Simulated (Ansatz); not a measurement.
The cluster Be₂Cl₅⁻, relaxed as a singlet with RKS PBE-D4/def2-SVPD in Ansatz, starting from the GFN1-xTB geometry. Force threshold 0.02 eV/Å.

The structure comes from a short search, and lower isomers may exist.

Start:

```xyz
7

Be    0.3152   -1.5580   -1.0458
Be   -0.2611    1.5923    1.0048
Cl   -0.1152    1.2245    2.8860
Cl   -1.0020   -2.7985   -0.3980
Cl   -0.9191    3.2432    0.2600
Cl    1.5977   -1.9504   -2.4304
Cl    0.3844    0.2469   -0.2766
```

(1) Estimate the energy that the relaxation releases and the steps that it takes.

(2) Does the start keep its bonding?

(3) Predict the relaxed structure.

Results:

(1) 48.8 kJ/mol, in 22 steps; 31 s on 4 threads of Arm Neoverse V2 on a shared host. The force fell under the threshold at step 19, but the optimiser went on. No frequencies were taken in this run, so the end may be a saddle point.

(2) Bonds formed: Be2–Cl4 (atoms count from 1). The end is the same structure that another start reached, the lowest one found.

(3) 
Cartesian coordinates in Å:
```
Be 0.5147 -1.0429 -0.9727
Be -0.4377 0.8849 0.8213
Cl 0.2086 0.7847 2.6615
Cl -1.0990 -1.1846 0.1624
Cl -1.6848 2.2083 0.1073
Cl 1.1607 -2.3633 -2.1872
Cl 1.3376 0.7129 -0.5926
```
Bond lengths (bridged metal pairs left out): 7 × Be–Cl 1.91 to 2.28 Å.
